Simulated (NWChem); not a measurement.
Everything below was run with NWChem. System: F$_{2}$Mg, charge 0, spin multiplicity 1, at a geometry optimised with PBE/def2-SVP. The structure started from a generated list of species. Level: CCSD(T)/cc-pVTZ, 7 core orbitals frozen.

Job file:

```
start mol
memory heap 100 mb stack 700 mb global 1900 mb
geometry units angstroms nocenter noautoz
  Mg     0.000000     0.000000     0.000000
  F      0.000000     0.000000     1.768196
  F      0.000000     0.000000    -1.768196
  symmetry group D2h
end
basis spherical
  * library cc-pvtz
end
scf
  rhf
  nopen 0
  maxiter 100
  thresh 1e-7
  semidirect memsize 60000000 filesize 0
end
ccsd
  freeze core 7
  maxiter 60
end
task ccsd(t) energy
```

Output (cleaned and shortened):

```
             Northwest Computational Chemistry Package (NWChem) 7.3.0
             --------------------------------------------------------

                                NWChem Input Module
                                -------------------

 Scaling coordinates for geometry "geometry" by  1.889725989
 (inverse scale =  0.529177249)

 Turning off AUTOSYM since
 SYMMETRY directive was detected!

                             Geometry "geometry" -> ""
                             -------------------------

 Output coordinates in angstroms (scale by  1.889725989 to convert to a.u.)

  No.       Tag          Charge          X              Y              Z
 ---- ---------------- ---------- -------------- -------------- --------------
    1 Mg                  12.0000     0.00000000     0.00000000     0.00000000
    2 F                    9.0000     0.00000000     0.00000000     1.76819600
    3 F                    9.0000     0.00000000     0.00000000    -1.76819600

 Effective nuclear repulsion energy (a.u.)      76.7640942341

            Nuclear Dipole moment (a.u.)
            ----------------------------
        X                 Y               Z
 ---------------- ---------------- ----------------
     0.0000000000     0.0000000000     0.0000000000

      Symmetry information
      --------------------

 Group name             D2h
 Group number             26
 Group order               8
 No. of unique centers     2

      Symmetry unique atoms

     1    2


 Summary of "ao basis" -> "" (spherical)
 ------------------------------------------------------------------------------
       Tag                 Description            Shells   Functions and Types
 ---------------- ------------------------------  ------  ---------------------
 *                          cc-pvtz                   on all atoms

 Summary of "ao basis" -> "ao basis" (spherical)
 ------------------------------------------------------------------------------
       Tag                 Description            Shells   Functions and Types
 ---------------- ------------------------------  ------  ---------------------
 Mg                         cc-pvtz                 12       34   5s4p2d1f
 F                          cc-pvtz                 10       30   4s3p2d1f

                                 NWChem SCF Module
                                 -----------------

  ao basis        = "ao basis"
  functions       =    94
  atoms           =     3
  closed shells   =    15
  open shells     =     0
  charge          =   0.00
  wavefunction    = RHF
  use symmetry    = T
  symmetry adapt  = T

 Summary of "ao basis" -> "ao basis" (spherical)
 ------------------------------------------------------------------------------
       Tag                 Description            Shells   Functions and Types
 ---------------- ------------------------------  ------  ---------------------
 Mg                         cc-pvtz                 12       34   5s4p2d1f
 F                          cc-pvtz                 10       30   4s3p2d1f

      Symmetry analysis of basis
      --------------------------

        ag         22
        au          4
        b1g         5
        b1u        19
        b2g         9
        b2u        13
        b3g         9
        b3u        13

 Forming initial guess at       0.1s

      Superposition of Atomic Density Guess
      -------------------------------------

 Sum of atomic energies:        -398.43717980

      Non-variational initial energy
[...]
 ccsd(t): done        4 out of       79 progress:    5.1%
 ccsd(t): done        5 out of       79 progress:    6.3%
 ccsd(t): done        6 out of       79 progress:    7.6%
 ccsd(t): done        7 out of       79 progress:    8.9%
 ccsd(t): done        8 out of       79 progress:   10.1%
 ccsd(t): done        9 out of       79 progress:   11.4%
 ccsd(t): done       10 out of       79 progress:   12.7%
 ccsd(t): done       11 out of       79 progress:   13.9%
 ccsd(t): done       12 out of       79 progress:   15.2%
 ccsd(t): done       13 out of       79 progress:   16.5%
 ccsd(t): done       14 out of       79 progress:   17.7%
 ccsd(t): done       15 out of       79 progress:   19.0%
 ccsd(t): done       16 out of       79 progress:   20.3%
 ccsd(t): done       17 out of       79 progress:   21.5%
 ccsd(t): done       18 out of       79 progress:   22.8%
 ccsd(t): done       19 out of       79 progress:   24.1%
 ccsd(t): done       20 out of       79 progress:   25.3%
 ccsd(t): done       21 out of       79 progress:   26.6%
 ccsd(t): done       22 out of       79 progress:   27.8%
 ccsd(t): done       23 out of       79 progress:   29.1%
 ccsd(t): done       24 out of       79 progress:   30.4%
 ccsd(t): done       25 out of       79 progress:   31.6%
 ccsd(t): done       26 out of       79 progress:   32.9%
 ccsd(t): done       27 out of       79 progress:   34.2%
 ccsd(t): done       28 out of       79 progress:   35.4%
 ccsd(t): done       29 out of       79 progress:   36.7%
 ccsd(t): done       30 out of       79 progress:   38.0%
 ccsd(t): done       31 out of       79 progress:   39.2%
 ccsd(t): done       32 out of       79 progress:   40.5%
 ccsd(t): done       33 out of       79 progress:   41.8%
 ccsd(t): done       34 out of       79 progress:   43.0%
 ccsd(t): done       35 out of       79 progress:   44.3%
 ccsd(t): done       36 out of       79 progress:   45.6%
 ccsd(t): done       37 out of       79 progress:   46.8%
 ccsd(t): done       38 out of       79 progress:   48.1%
 ccsd(t): done       39 out of       79 progress:   49.4%
 ccsd(t): done       40 out of       79 progress:   50.6%
 ccsd(t): done       41 out of       79 progress:   51.9%
 ccsd(t): done       42 out of       79 progress:   53.2%
 ccsd(t): done       43 out of       79 progress:   54.4%
 ccsd(t): done       44 out of       79 progress:   55.7%
 ccsd(t): done       45 out of       79 progress:   57.0%
 ccsd(t): done       46 out of       79 progress:   58.2%
 ccsd(t): done       47 out of       79 progress:   59.5%
 ccsd(t): done       48 out of       79 progress:   60.8%
 ccsd(t): done       49 out of       79 progress:   62.0%
 ccsd(t): done       50 out of       79 progress:   63.3%
 ccsd(t): done       51 out of       79 progress:   64.6%
 ccsd(t): done       52 out of       79 progress:   65.8%
 ccsd(t): done       53 out of       79 progress:   67.1%
 ccsd(t): done       54 out of       79 progress:   68.4%
 ccsd(t): done       55 out of       79 progress:   69.6%
 ccsd(t): done       56 out of       79 progress:   70.9%
 ccsd(t): done       57 out of       79 progress:   72.2%
 ccsd(t): done       58 out of       79 progress:   73.4%
 ccsd(t): done       59 out of       79 progress:   74.7%
 ccsd(t): done       60 out of       79 progress:   75.9%
 ccsd(t): done       61 out of       79 progress:   77.2%
 ccsd(t): done       62 out of       79 progress:   78.5%
 ccsd(t): done       63 out of       79 progress:   79.7%
 ccsd(t): done       64 out of       79 progress:   81.0%
 ccsd(t): done       65 out of       79 progress:   82.3%
 ccsd(t): done       66 out of       79 progress:   83.5%
 ccsd(t): done       67 out of       79 progress:   84.8%
 ccsd(t): done       68 out of       79 progress:   86.1%
 ccsd(t): done       69 out of       79 progress:   87.3%
 ccsd(t): done       70 out of       79 progress:   88.6%
 ccsd(t): done       71 out of       79 progress:   89.9%
 ccsd(t): done       72 out of       79 progress:   91.1%
 ccsd(t): done       73 out of       79 progress:   92.4%
 ccsd(t): done       74 out of       79 progress:   93.7%
 ccsd(t): done       75 out of       79 progress:   94.9%
 ccsd(t): done       76 out of       79 progress:   96.2%
 ccsd(t): done       77 out of       79 progress:   97.5%
 ccsd(t): done       78 out of       79 progress:   98.7%
 ccsd(t): done       79 out of       79 progress:  100.0%
 Time for integral evaluation pass     1        3.61
 Time for triples evaluation pass      1        4.50

 pseudo-e(mp4)  -0.16491759639750E-01
 pseudo-e(mp5)   0.13547348024842E-02
        e(t)    -0.15137024837266E-01

 --------------
 CCSD(T) Energy
 --------------
 Reference energy:                    -398.700793037589506

 CCSD corr. energy:                     -0.551171258869222
 T(CCSD) corr. energy:                  -0.016491759639750
 Total CCSD+T(CCSD) energy:           -399.268456056098501

 CCSD corr. energy:                     -0.551171258869222
 (T) corr. energy:                      -0.015137024837266
 Total CCSD(T) energy:                -399.267101321295968

 routine      calls  cpu(0)   cpu-min  cpu-ave  cpu-max   i/o
 aoccsd          1     0.01     0.01     0.01     0.01    0.00
 iterdrv         1     0.02     0.02     0.02     0.02    0.00
 pampt          12     0.07     0.07     0.07     0.07    0.00
 t2pm           12     0.12     0.12     0.12     0.12    0.00
 sxy            12     0.31     0.31     0.31     0.31    0.00
 ints      3177024    62.58    62.58    62.58    62.58    0.00
 t2eri        6336     6.51     6.51     6.51     6.51    0.00
 idx2         6336     0.77     0.77     0.77     0.77    0.00
 idx34          12     0.08     0.08     0.08     0.08    0.00
 ht2pm          12     0.17     0.17     0.17     0.17    0.00
 itm            12     0.92     0.92     0.92     0.92    0.00
 pdiis          12     0.05     0.05     0.05     0.05    0.00
 triples         1     0.00     0.00     0.00     0.00    0.00
 rdtrpo          1     0.01     0.01     0.01     0.01    0.00
 trpmos          1     3.61     3.61     3.61     3.61    0.00
 trpdrv          1     0.51     0.51     0.51     0.51    0.00
 dovvv       45504     2.45     2.45     2.45     2.45    0.00
 doooo       45504     0.37     0.37     0.37     0.37    0.00
 tengy       40448     1.16     1.16     1.16     1.16    0.00
 Total                79.69    79.69    79.69    79.69    0.00

 Task  times  cpu:       85.3s     wall:       85.3s

 Total times  cpu:       85.4s     wall:       85.4s
```
